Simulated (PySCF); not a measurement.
PySCF input for Hf(H)3(SH) (H4HfS), SMILES [SH][HfH3], multiplicity 1, TDA-LC-ωPBE/def2-TZVPD. The structure is a stationary point at PBE0-D3(BJ)/def2-TZVP. The spin state was assumed, not searched. The def2 effective core potentials stand for the cores of Hf; spin–orbit coupling is left out.

```python
import numpy as np
from pyscf import gto, scf, dft, tdscf

mol = gto.M(
    atom='''
    Hf   -0.00013432    0.42473526    0.00000000
    H     1.77867701    0.93244225   -0.00000001
    H    -0.86232177    1.06416006   -1.50323968
    H    -0.86232174    1.06416006    1.50323969
    S    -0.08218759   -1.98322480    0.00000000
    H     1.27063886   -1.91010445   -0.00000001
    ''',
    basis='def2-TZVPD',
    ecp={'Hf': 'def2-tzvp'},
    charge=0,
    spin=0,
    symmetry=True,
    max_memory=1600,
    verbose=4,
)
mf = dft.RKS(mol, xc='lc_wpbe').density_fit(auxbasis='def2-universal-jkfit')
mf.grids.level = 3
mf.conv_tol = 1e-9
mf.max_cycle = 100
mf.kernel()
mf.grids = dft.Grids(mol).set(level=1).build(with_non0tab=True)  # coarser grid for the response kernel
td = tdscf.TDA(mf)
td.singlet = True
td.nstates = 10
td.conv_tol = 1e-4
td.positive_eig_threshold = 1e-6
td.kernel(x0=td.get_init_guess(mf, 15))
td.analyze()
tt = tdscf.TDA(mf)
tt.singlet = False
tt.nstates = 4
tt.conv_tol = 1e-4
tt.positive_eig_threshold = 1e-6
tt.kernel(x0=tt.get_init_guess(mf, 9))
tt.analyze(verbose=3)
```

Log of the run:

```
PySCF version 2.14.0

[INPUT] verbose = 4
[INPUT] num. atoms = 6
[INPUT] num. electrons = 32
[INPUT] charge = 0
[INPUT] spin (= nelec alpha-beta = 2S) = 0
[INPUT] symmetry True subgroup None
[INPUT] Mole.unit = angstrom
[INPUT] Symbol           X                Y                Z      unit          X                Y                Z       unit  Magmom
[INPUT]  1 Hf    -0.000134320000   0.424735260000   0.000000000000 AA   -0.000253828013   0.802633316846   0.000000000000 Bohr   0.0
[INPUT]  2 H      1.778677010000   0.932442250000  -0.000000010000 AA    3.361212412960   1.762060479473  -0.000000018897 Bohr   0.0
[INPUT]  3 H     -0.862321770000   1.064160060000  -1.503239680000 AA   -1.629551976550   2.010971066101  -2.840711294779 Bohr   0.0
[INPUT]  4 H     -0.862321740000   1.064160060000   1.503239690000 AA   -1.629551919858   2.010971066101   2.840711313676 Bohr   0.0
[INPUT]  5 S     -0.082187590000  -1.983224800000   0.000000000000 AA   -0.155312035938  -3.747751715445   0.000000000000 Bohr   0.0
[INPUT]  6 H      1.270638860000  -1.910104450000  -0.000000010000 AA    2.401159448630  -3.609574279813  -0.000000018897 Bohr   0.0

nuclear repulsion = 69.396101852843
point group symmetry = Cs
symmetry origin: [-2.46486016e-09 -3.28648019e-09 -2.05405014e-10]
symmetry axis x: [1.00000000e+00 3.30839587e-09 3.22584265e-09]
symmetry axis y: [ 3.30839587e-09 -1.00000000e+00 -2.61159189e-10]
symmetry axis z: [-3.22584265e-09 -2.61159194e-10  1.00000000e+00]
num. orbitals of irrep A' = 83
num. orbitals of irrep A" = 42
number of shells = 51
number of NR pGTOs = 181
number of NR cGTOs = 125
basis = def2-TZVPD
ecp = {'Hf': 'def2-tzvp'}


******** <class 'pyscf.df.df_jk.DFSymAdaptedRKS'> ********
method = DFSymAdaptedRKS
initial guess = minao
damping factor = 0
level_shift factor = 0
DIIS = <class 'pyscf.scf.diis.CDIIS'>
diis_start_cycle = 1
diis_space = 8
diis_damp = 0
SCF conv_tol = 1e-09
SCF conv_tol_grad = None
SCF max_cycles = 100
direct_scf = False
XC library pyscf.dft.libxc version 7.1.2
    S. Lehtola, C. Steigemann, M. J. T. Oliveira, and M. A. L. Marques,  SoftwareX 7, 1–5 (2018)
XC functionals = lc_wpbe
    O. A. Vydrov and G. E. Scuseria,  J. Chem. Phys. 125, 234109 (2006)
radial grids:
    Treutler-Ahlrichs [JCP 102, 346 (1995); DOI:10.1063/1.469408] (M4) radial grids

becke partition: Becke, JCP 88, 2547 (1988); DOI:10.1063/1.454033
pruning grids: <function nwchem_prune>
grids dens level: 3
symmetrized grids: True
atomic radii adjust function: <function treutler_atomic_radii_adjust>
small_rho_cutoff = 0
Freeze 0 electrons in irreps []
    32 free electrons in irreps A' A"
Set gradient conv threshold to 3.16228e-05
Initial guess from minao.
tot grids = 81904
Create RSH-DF object <pyscf.df.df.DF object> for omega=0.4
******** <class 'pyscf.df.df.DF'> ********
auxbasis = auxmol.basis = def2-universal-jkfit
init E= -428.918350141666
HOMO (A") = -0.466177238062373  LUMO (A') = -0.226378459799418  gap/eV = 6.52526
cycle= 1 E= -448.480102936401  delta_E= -19.6  |g|= 0.431  |ddm|= 7.14
HOMO (A") = -0.37538913304673  LUMO (A') = 0.0219294639524532  gap/eV = 10.81159
cycle= 2 E= -448.508430421764  delta_E= -0.0283  |g|= 0.129  |ddm|= 0.845
HOMO (A") = -0.40662818141764  LUMO (A') = 0.00420693924659051  gap/eV = 11.17939
cycle= 3 E= -448.512718645744  delta_E= -0.00429  |g|= 0.0521  |ddm|= 0.164
HOMO (A") = -0.400409756490509  LUMO (A') = 0.00796814035363427  gap/eV = 11.11253
cycle= 4 E= -448.513438865473  delta_E= -0.00072  |g|= 0.00752  |ddm|= 0.0785
HOMO (A") = -0.400240894196992  LUMO (A') = 0.0082828540034318  gap/eV = 11.11650
cycle= 5 E= -448.513480234739  delta_E= -4.14e-05  |g|= 0.00267  |ddm|= 0.0264
HOMO (A") = -0.400376265472092  LUMO (A') = 0.00826813633482409  gap/eV = 11.11978
cycle= 6 E= -448.513484650985  delta_E= -4.42e-06  |g|= 0.000738  |ddm|= 0.00744
HOMO (A") = -0.400366370179166  LUMO (A') = 0.0082362352617909  gap/eV = 11.11864
cycle= 7 E= -448.513485126897  delta_E= -4.76e-07  |g|= 0.000302  |ddm|= 0.00143
HOMO (A") = -0.400364663924908  LUMO (A') = 0.00826769280886218  gap/eV = 11.11945
cycle= 8 E= -448.51348523185  delta_E= -1.05e-07  |g|= 0.00011  |ddm|= 0.000787
HOMO (A") = -0.400349953376499  LUMO (A') = 0.00825916880867088  gap/eV = 11.11882
cycle= 9 E= -448.51348524061  delta_E= -8.76e-09  |g|= 2.77e-05  |ddm|= 0.00022
HOMO (A") = -0.400353679449901  LUMO (A') = 0.00826112841761816  gap/eV = 11.11898
cycle= 10 E= -448.513485241738  delta_E= -1.13e-09  |g|= 8.46e-06  |ddm|= 7.71e-05
HOMO (A") = -0.400353157348544  LUMO (A') = 0.00826018080939174  gap/eV = 11.11894
cycle= 11 E= -448.513485241813  delta_E= -7.49e-11  |g|= 2.67e-06  |ddm|= 2.26e-05
HOMO (A") = -0.400353327435146  LUMO (A') = 0.00826039057236281  gap/eV = 11.11895
Extra cycle  E= -448.513485241818  delta_E= -5e-12  |g|= 1.47e-06  |ddm|= 4.3e-06
converged SCF energy = -448.513485241818
tot grids = 25048
Overwritten attributes  positive_eig_threshold  of <class 'pyscf.tdscf.rks.TDA'>


******** <class 'pyscf.tdscf.rks.TDA'> for <class 'pyscf.df.df_jk.DFSymAdaptedRKS'> ********
nstates = 10 singlet
deg_eia_thresh = 1.000e-03
wfnsym = None
conv_tol = 0.0001
eigh lindep = 1e-12
eigh level_shift = 0
eigh max_cycle = 100


Excitation energies (eV)
[4.78208366 4.99429266 5.0046321  5.3138742  5.40345955 5.62659659
 5.63708978 5.78924721 5.87458605 5.89075102]

** Singlet excitation energies and oscillator strengths **
Excited State   1:   A"      4.78208 eV    259.27 nm  f=0.0012
      14 -> 18        0.34135
      15 -> 17        0.20370
      15 -> 19       -0.51711
      16 -> 19        0.18975
Excited State   2:   A"      4.99429 eV    248.25 nm  f=0.0021
      14 -> 18       -0.53601
      14 -> 21        0.13748
      15 -> 19       -0.35482
      16 -> 19        0.13819
Excited State   3:   A'      5.00463 eV    247.74 nm  f=0.0035
      13 -> 19       -0.10817
      13 -> 20       -0.10317
      14 -> 17       -0.35936
      14 -> 19        0.32413
      14 -> 20        0.12953
      15 -> 18       -0.40903
      15 -> 21        0.11002
      16 -> 18        0.13168
Excited State   4:   A'      5.31387 eV    233.32 nm  f=0.0316
      14 -> 19        0.42384
      14 -> 20        0.25187
      15 -> 18        0.39779
      15 -> 21       -0.20131
      16 -> 18       -0.16886
Excited State   5:   A"      5.40346 eV    229.45 nm  f=0.0038
      15 -> 17        0.10043
      15 -> 19        0.19824
      15 -> 20        0.13271
      16 -> 19        0.41967
      16 -> 20        0.47380
Excited State   6:   A"      5.62660 eV    220.35 nm  f=0.0012
      14 -> 18        0.19218
      15 -> 17       -0.51368
      15 -> 27       -0.13499
      16 -> 17        0.33974
Excited State   7:   A'      5.63709 eV    219.94 nm  f=0.0117
      13 -> 19        0.25990
      13 -> 20        0.27538
      14 -> 17        0.33605
      14 -> 19        0.36060
      14 -> 27        0.10082
      15 -> 18       -0.15470
      16 -> 18        0.15097
Excited State   8:   A'      5.78925 eV    214.16 nm  f=0.0000
      12 -> 19        0.12007
      13 -> 19       -0.44490
      13 -> 20       -0.24283
      14 -> 17        0.39504
      14 -> 19        0.10453
      14 -> 27        0.11062
Excited State   9:   A"      5.87459 eV    211.05 nm  f=0.0079
      12 -> 18        0.13864
      13 -> 18       -0.44905
      13 -> 21        0.24877
      15 -> 17       -0.11486
      15 -> 20       -0.22009
      16 -> 17       -0.26737
      16 -> 20        0.14613
      16 -> 24        0.10029
Excited State  10:   A"      5.89075 eV    210.47 nm  f=0.0036
      13 -> 18        0.17244
      15 -> 17       -0.28629
      15 -> 20        0.31426
      16 -> 17       -0.43165
      16 -> 23        0.13515
      16 -> 24        0.14066

** Transition electric dipole moments (AU) **
state          X           Y           Z        Dip. S.      Osc.
  1         0.0000     -0.0000     -0.0995      0.0099      0.0012
  2         0.0000      0.0000     -0.1296      0.0168      0.0021
  3         0.1629     -0.0408      0.0000      0.0282      0.0035
  4         0.0161     -0.4928     -0.0000      0.2431      0.0316
  5         0.0000     -0.0000     -0.1698      0.0288      0.0038
  6        -0.0000      0.0000      0.0935      0.0087      0.0012
  7         0.2812     -0.0736      0.0000      0.0845      0.0117
  8        -0.0172     -0.0011      0.0000      0.0003      0.0000
  9        -0.0000     -0.0000      0.2344      0.0549      0.0079
 10        -0.0000      0.0000      0.1570      0.0247      0.0036

WARN: ECP detected. Skipping calculation of transition velocity and magnetic dipole moments, which have not yet been implemented.



******** <class 'pyscf.tdscf.rks.TDA'> for <class 'pyscf.df.df_jk.DFSymAdaptedRKS'> ********
nstates = 4 triplet
deg_eia_thresh = 1.000e-03
wfnsym = None
conv_tol = 0.0001
eigh lindep = 1e-12
eigh level_shift = 0
eigh max_cycle = 100


Excitation energies (eV)
[4.28488818 4.39077239 4.42493486 4.54442251]

** Triplet excitation energies and oscillator strengths **
Excited State   1:   A"      4.28489 eV    289.35 nm  f=0.0000
Excited State   2:   A'      4.39077 eV    282.37 nm  f=0.0000
Excited State   3:   A"      4.42493 eV    280.19 nm  f=0.0000
Excited State   4:   A'      4.54442 eV    272.83 nm  f=0.0000
```

Self-consistency was reached.

Cost: roughly 60 core-seconds.
